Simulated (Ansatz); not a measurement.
`[CH3][SbH][CH3]`. Charge 0, multiplicity 1. Sb takes the def2 core potential.

```xyz
10

C     0.8375   -1.2031    0.6632
Sb    0.6758    0.0057   -1.1188
C    -0.7236    1.4120   -0.2666
H     1.4430   -0.6683    1.3958
H     1.3299   -2.1454    0.4225
H    -0.1483   -1.4030    1.0814
H    -0.5518   -0.9727   -1.8093
H    -0.1884    2.0644    0.4242
H    -1.1578    2.0218   -1.0591
H    -1.5163    0.8886    0.2667
```

(1) What are the harmonic wavenumbers in cm⁻¹ at PBE0-D4/def2-TZVP (Ansatz, finite differences of forces, unscaled)? (Estimate.)

(2) Is this a minimum?

(3) Give the ideal-gas thermochemistry at 298.15 K and 1 bar (rigid rotor, harmonic oscillator; point group Cs, symmetry number 1).

(4) And at 400, 500, 600, 800 and 1000 K?

Results:

(1) Ansatz gave: 120, 124, 175, 518, 523, 562, 572, 724, 833, 835, 848, 1226, 1238, 1449, 1450, 1457, 1461, 1934, 3064, 3066, 3161, 3161, 3169, 3170.

(2) Yes, all 24 modes are real.

(3) Zero-point energy 208.4 kJ/mol; H(298) − E = 226.5 kJ/mol; entropy 325.6 J/(mol·K), of which translation 171.6, rotation 105.0, vibration 49.0; G(298) − E = 129.4 kJ/mol.

(4) 
```tsv
T (K)	H − E (kJ/mol)	S (J/mol/K)	G − E (kJ/mol)
400	236.7	354.7	94.8
500	248.3	380.6	58.0
600	261.3	404.3	18.7
800	290.7	446.4	-66.5
1000	323.5	483.0	-159.5
```
